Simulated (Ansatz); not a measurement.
Frontier orbitals of C2H4FNSi, SMILES `N#C[SiH2]CF`.

The species carries charge 0 and has multiplicity 1. The structure was optimised at the PBE0-D4/def2-TZVP level. It is one conformer, not always the lowest. Basis def2-TZVPP, the Gaussian-basis code of Ansatz.

```
             functional  HOMO (eV)  LUMO (eV)  gap (eV)
                    PBE      -7.80      -1.81      5.99
                 B97M-V      -8.24      -1.61      6.63
                   PBE0      -9.31      -0.84      8.47
                r2SCAN0      -9.53      -0.72      8.81
HSE06 (plane-wave form)      -8.90      -1.22      7.68
                ωB97M-V     -11.59       1.14     12.73
                     HF     -12.77       2.52     15.29
```

From PBE to PBE0 the HOMO moves by −1.51 eV and the LUMO by +0.96 eV, and with ωB97M-V by −3.79 and +2.94 eV, so the gap grows from 6.00 to 12.73 eV with exact exchange. A positive LUMO is unbound and depends on the basis.
